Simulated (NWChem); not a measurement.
System: MgHSeBr; SMILES [Mg]([SeH])[Br]

```xyz
4

Mg     0.0039    -0.0306     0.0000
Br     0.0111    -2.3810     0.0000
Se     0.0297     2.3912     0.0000
H     -1.4448     2.4017     0.0000
```
Atoms are numbered in this order, from 1.

Program: NWChem. All runs use the structure optimised with PBE0/def2-SVP. Ions are spin-unrestricted doublets at the neutral geometry; other ion states weren't tried.

**Question.** What does the run give for PBE/def2-SVP? Quantities: vertical ionisation energy, ΔSCF (eV); −ε(HOMO) (eV).

**Answer.** 
| Item | Result |
|---|---|
| vertical ionisation energy, ΔSCF (eV) | 8.98 |
| −ε(HOMO) (eV) | 5.88 |
